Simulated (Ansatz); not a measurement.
Relaxation of H6OSeSi (9 atoms, charge 0, multiplicity 1), to a largest force component of 0.03 eV/Å in at most 50 steps.

Method: RKS PBE0/def2-SVP (Ansatz 0.2.0).

```xyz
9
Properties=species:S:1:pos:R:3:forces:R:3
Si -0.550 -0.812 -0.628 0.02 -0.02 -0.06
O 0.509 0.365 2.005 0.15 0.10 -0.06
H -1.208 -1.447 -1.811 0.00 0.01 0.00
H 0.032 -1.873 0.232 -0.01 -0.01 0.00
H -1.568 0.025 0.064 0.01 0.01 0.00
H 1.244 0.621 1.428 -0.13 -0.05 0.05
Se 1.230 0.455 -1.375 -0.15 0.09 0.02
H -0.036 1.160 2.012 0.00 -0.03 0.01
H 0.347 1.505 -1.926 0.11 -0.10 0.04
```

Problem. Where does it end, and by what steps?

Solution. It converged. After 6 steps the energy has fallen by 0.014 eV; H6 moved furthest, 0.22 Å.

| step | energy less start (eV) | largest force component (eV/Å) | accepted |
| --- | --- | --- | --- |
| 0 | 0.0000 | 0.154 | yes |
| 1 | 0.1240 | 2.719 | no |
| 2 | -0.0011 | 0.591 | yes |
| 3 | -0.0083 | 0.401 | yes |
| 4 | -0.0002 | 0.225 | no |
| 5 | -0.0122 | 0.122 | yes |
| 6 | -0.0139 | 0.016 | yes |

```xyz
9
Properties=species:S:1:pos:R:3
Si -0.562 -0.838 -0.654
O 0.609 0.425 2.040
H -1.225 -1.424 -1.857
H -0.003 -1.924 0.191
H -1.558 -0.001 0.069
H 1.130 0.745 1.290
Se 1.246 0.424 -1.326
H -0.035 1.128 2.175
H 0.399 1.465 -1.928
```

The run took 17 s on 2 threads of Arm Neoverse V1 (shared host), peak memory 0.2 GiB.
